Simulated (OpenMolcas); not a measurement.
An atom or ion with 30 electrons was computed by XMS-CASPT2, IPEA 0.25 Eh, imaginary shift 0.1 Eh with spin-orbit coupling (OpenMolcas, ANO-RCC-VTZP, DKH2). The lowest levels that the run gave, each within 12 % of the measured value where one is at hand:

| J | Parity | E (cm-1) | g |
| --- | --- | --- | --- |
| 0 | even | 0.0 |  |
| 0 | odd | 87300 |  |
| 1 | odd | 88750 | 1.500 |
| 2 | odd | 91920 | 1.501 |
| 1 | odd | 133750 | 1.001 |
| 2 | even | 209740 | 1.062 |
| 0 | even | 210380 |  |
| 1 | even | 212340 | 1.501 |
| 2 | even | 216130 | 1.439 |
| 0 | even | 248380 |  |

Question: Which ion is it, and what are the configurations and terms?

Answer: Se V (Z = 34, charge +4; active space 2 electrons in 4 orbitals (4s 4p)). J, parity and g give the terms where levels are pure, and mixed ones are named by the computed weights; the size of the splittings, set against known spectra of the 30-electron sequence, gives the charge. In order, with the measured energies in cm-1 (the list in Rauch et al., Astron. Astrophys. 606, A105 (2017)): 4s2 1S0, 4s 4p 3P* 0 (89749), 4s 4p 3P* 1 (91350), 4s 4p 3P* 2 (94960), 4s 4p 1P* 1 (131733), 4p2 1D2 (213203), 4p2 3P0 (211794), 4p2 3P1 (214091), 4p2 3P2 (218615), 4p2 1S0 (248787).

CASPT2 does not keep the components of a term degenerate, so their means are used; among the terms shown or strongly mixed into the levels shown the widest spread is 510 cm-1 (4p2 1D). Over all roots computed the reference weight is 0.84 to 0.99; the roots of lowest weight are the least certain, and an intruder state may touch them. The ¹D term of p² mixes with s d, which this space lacks. Computed and measured levels are paired by configuration, term and J; levels that our copy of the source lacks, or whose pairing is in doubt (as where it misses far off the trend of its configuration), stay unpaired and out of the deviations. Levels of configurations outside the active space are missing.

* marks odd parity.
